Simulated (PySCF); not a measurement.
CH₆OSi₂.

```xyz
10

C     -1.2721     0.6139     0.0000
O     -1.1021    -0.8300     0.0000
Si     0.5710    -1.1316     0.0000
Si     0.5788     1.2015     0.0000
H     -1.8474     0.9190    -0.8914
H     -1.8474     0.9190     0.8914
H      1.0205    -1.8873     1.2028
H      1.0205    -1.8873    -1.2028
H      1.0027     1.9569    -1.2124
H      1.0027     1.9569     1.2124
```

The structure is a stationary point at TPSSh-D3(BJ)/def2-SVP.

These are PBE/pcSseg-1 (PySCF) values and carry that method's errors. Non-relativistic, no solvent.

Q: Give the absolute GIAO shielding of each atom: isotropic value and principal components (ppm). (Estimate from the structure and the level; the computed values follow.)

A: 
| atom | σ(iso) | σ11 | σ22 | σ33 | span |
|---|---|---|---|---|---|
| C1 | 109.1 | 56.9 | 89.9 | 180.4 | 123.5 |
| O2 | 268.1 | 206.2 | 226.4 | 371.6 | 165.5 |
| Si3 | 319.0 | 227.2 | 275.5 | 454.2 | 226.9 |
| Si4 | 369.5 | 297.6 | 347.5 | 463.3 | 165.7 |
| H5 | 26.2 | 22.3 | 25.2 | 31.1 | 8.8 |
| H6 | 26.2 | 22.3 | 25.2 | 31.1 | 8.8 |
| H7 | 25.1 | 22.5 | 23.5 | 29.3 | 6.8 |
| H8 | 25.1 | 22.5 | 23.5 | 29.3 | 6.8 |
| H9 | 26.1 | 23.8 | 24.6 | 30.0 | 6.2 |
| H10 | 26.1 | 23.8 | 24.6 | 30.0 | 6.2 |
